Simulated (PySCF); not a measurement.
SbH₂: breathing scan

Computed with UPBE0/[Sb def2-TZVP with ECP28, H def2-TZVP], scalar-relativistic core potentials, density fitting, no spin–orbit coupling, PySCF.

Rigid scan from the doublet minimum (Sb–H 1.712 Å (×2); H–Sb–H 90.3°). Coordinate: all bonds to the central atom scaled together. Energies in kJ/mol from the minimum.

**Question.** Predict the curve at 0.88, 0.92, 0.96, 1.00, 1.04, 1.08, 1.14, 1.22, 1.35.

**Answer.** 
```json
{"scale of all bonds to the centre": "0.88", "E (kJ/mol)": "77.4", "dipole size (D)": "0.26", "⟨S²⟩": "0.75"}
{"scale of all bonds to the centre": "0.92", "E (kJ/mol)": "31.0", "dipole size (D)": "0.09", "⟨S²⟩": "0.75"}
{"scale of all bonds to the centre": "0.96", "E (kJ/mol)": "7.0", "dipole size (D)": "0.09", "⟨S²⟩": "0.75"}
{"scale of all bonds to the centre": "1.00", "E (kJ/mol)": "0.0", "dipole size (D)": "0.28", "⟨S²⟩": "0.75"}
{"scale of all bonds to the centre": "1.04", "E (kJ/mol)": "5.8", "dipole size (D)": "0.46", "⟨S²⟩": "0.76"}
{"scale of all bonds to the centre": "1.08", "E (kJ/mol)": "21.1", "dipole size (D)": "0.64", "⟨S²⟩": "0.76"}
{"scale of all bonds to the centre": "1.14", "E (kJ/mol)": "56.7", "dipole size (D)": "0.92", "⟨S²⟩": "0.76"}
{"scale of all bonds to the centre": "1.22", "E (kJ/mol)": "118.5", "dipole size (D)": "1.26", "⟨S²⟩": "0.76"}
{"scale of all bonds to the centre": "1.35", "E (kJ/mol)": "233.0", "dipole size (D)": "1.76", "⟨S²⟩": "0.79"}
```

Spin–orbit coupling, left out here, can matter for elements this heavy.

Other isomers or separated fragments may lie lower.

The scan took roughly 50 core-seconds on a shared host.
